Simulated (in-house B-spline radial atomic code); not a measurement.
A fraction x of an electron is moved 3p → 4d in Sr²⁺, starting from [Ar] 3d10 4s2 4p6 and keeping the highest spin. Level of theory: scalar-relativistic (X2C) TPSSh, spin-polarised, spherical fractional occupations, Fermi nucleus of rms radius 4.224 fm; calculated with a radial B-spline atomic code at the basis-set limit.

Caution: exact exchange at fractional occupations of open shells leaves self-interaction of up to several eV.

```json
{"x": "0", "E(x) - E(0) (eV)": "0.0000", "3p down level (eV)": "-274.949", "4d up level (eV)": "-"}
{"x": "0.125", "E(x) - E(0) (eV)": "32.8950", "3p down level (eV)": "-277.044", "4d up level (eV)": "-13.026"}
{"x": "0.25", "E(x) - E(0) (eV)": "66.0050", "3p down level (eV)": "-279.117", "4d up level (eV)": "-13.378"}
{"x": "0.375", "E(x) - E(0) (eV)": "99.3292", "3p down level (eV)": "-281.166", "4d up level (eV)": "-13.722"}
{"x": "0.5", "E(x) - E(0) (eV)": "132.8653", "3p down level (eV)": "-283.193", "4d up level (eV)": "-14.063"}
{"x": "0.625", "E(x) - E(0) (eV)": "?", "3p down level (eV)": "?", "4d up level (eV)": "?"}
{"x": "0.75", "E(x) - E(0) (eV)": "?", "3p down level (eV)": "?", "4d up level (eV)": "?"}
{"x": "0.875", "E(x) - E(0) (eV)": "234.7204", "3p down level (eV)": "-289.145", "4d up level (eV)": "-15.075"}
{"x": "1", "E(x) - E(0) (eV)": "269.0800", "3p down level (eV)": "-291.090", "4d up level (eV)": "-15.409"}
```

(1) What belongs in the row x = 0.625?

(2) What belongs in the row x = 0.75?

(3) Check Janak's theorem between x = 0.125 and 0.25.

Results:

(1) An energy change of 166.6108 eV; 3p down at -285.197 eV, 4d up at -14.402 eV.

(2) An energy change of 200.5633 eV; 3p down at -287.181 eV, 4d up at -14.740 eV.

(3) The slope of the energy is 264.88 eV; the orbital levels give 264.88 eV (ε of the receiving orbital less ε of the emptying one, averaged over the two points).
